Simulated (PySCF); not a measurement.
**GePb: frontier orbitals**

PBE0 at R = 2.648 Å; Ge def2-SVP, Pb def2-SVP with ECP60; scalar-relativistic core potentials (PySCF 2.14). State: ³Π (triplet), unpaired electrons σ ↑, π ↑, a second solution, started from another occupation. Only the outer orbitals are listed, counted within each symmetry, core potentials removing the inner ones.

| spin | orbital | occ. | ε (eV) | on Ge (%) | main shells (%) |
| --- | --- | --- | --- | --- | --- |
| α | 10σ | 1 | -14.94 | 42 | 55 Pb s, 39 Ge s |
| α | 11σ | 1 | -11.97 | 57 | 55 Ge s, 39 Pb s |
| α | 12σ | 1 | -6.31 | 54 | 51 Ge p, 43 Pb p |
| α | 6π | 1 | -5.75 | 59 | 59 Ge p, 40 Pb p |
| α | 6π | 1 | -5.26 | 65 | 65 Ge p, 34 Pb p |
| α | 7π | 0 | -2.42 | 40 | 59 Pb p, 40 Ge p |
| α | 7π | 0 | -1.93 | 34 | 65 Pb p, 34 Ge p |
| α | 13σ | 0 | 0.17 | 37 | 63 Pb p, 39 Ge p |
| β | 10σ | 1 | -13.93 | 27 | 71 Pb s, 24 Ge s |
| β | 11σ | 1 | -10.68 | 69 | 69 Ge s, 25 Pb s |
| β | 6π | 1 | -4.80 | 34 | 66 Pb p, 33 Ge p |
| β | 12σ | 0 | -3.51 | 48 | 50 Pb p, 43 Ge p |
| β | 6π | 0 | -3.20 | 36 | 63 Pb p, 36 Ge p |
| β | 7π | 0 | -1.50 | 66 | 65 Ge p, 33 Pb p |

Task: Which are the highest filled and the lowest empty level, where do they sit, and how wide is the gap?

Result: Highest filled β 6π at -4.80 eV (in %: 66 Pb p, 33 Ge p); lowest empty β 12σ at -3.51 eV (in %: 50 Pb p, 43 Ge p); the gap at PBE0 is 1.29 eV.

| Item | Value |
| --- | --- |
| bond order (Mayer) | 2.04 |
| ⟨S²⟩ | 2.100 |
| charge on Ge (Mulliken, basis-dependent) | -0.09 |
| charge on Ge (Löwdin, basis-dependent) | -0.06 |
| dipole moment (positive dipole means Ge(−)Pb(+)) | 1.38 D |

Spin–orbit coupling is left out, which matters for elements this heavy, above all for dissociation energies.
